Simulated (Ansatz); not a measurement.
FGa, charge +1, doublet, geometry from GFN2-xTB (such geometries of metal compounds can be far from the true shape) (a state made from the parent by changing its charge; the spin is typed, not shown lowest), with bond 2-1 at 2.2 times its length; HF/pcseg-1 in Ansatz (an electronic-structure program).

Input for Ansatz:
Ansatz 0.2 input:
```yaml
crystal:
  periodic: [false, false, false]
  atoms:
    - {symbol: Ga, position_ang: [-0.00000000, -0.00000000, -0.41893312]}
    - {symbol: F, position_ang: [0.00000000, 0.00000000, 3.67730181]}
basis:
  gaussian:
    orbitals: pcseg-1.json
hamiltonian:
  xc: hf
total_charge: 1
magnetization: {spin_polarized: true, initial_magnetization: 1}
scf: {lower_state_search: standard}
```
The basis file holds pcseg-1 in the JSON format of the Basis Set Exchange.

It wrote (shortened):

```
Functional definition: HF
374 factors; integrals over basis functions are off by at most 4.9e-4 eV
mean field evaluation 1: about -55002.8230 eV, gradient 5.8e1 eV
mean field evaluation 2: about -55002.8259 eV, gradient 5.8e1 eV
mean field evaluation 4: about -55003.4479 eV, gradient 5.5e1 eV
mean field evaluation 8: about -55018.8390 eV, gradient 3.2e1 eV
mean field evaluation 16: about -55024.1872 eV, gradient 8.1e-6 eV
mean field evaluation 32: about -55024.1641 eV, gradient 3.7e-1 eV
mean field evaluation 64: about -55024.1188 eV, gradient 9.3e-2 eV
mean field evaluation 96: about -55022.0141 eV, gradient 2.3e1 eV
mean field -55024.18719099 eV, -2022.1015825353 hartree, gradient 8.2e-6 eV, S^2 0.752682; 3 other end points of the search recorded, 0 dependent functions left out
reference -55024.18719099 eV, -2022.1015825353 hartree; 20, 19 occupied and 21, 22 virtual orbitals, 374 factors
Total energy: -55024.18719099 eV, -2022.1015825353 hartree
```
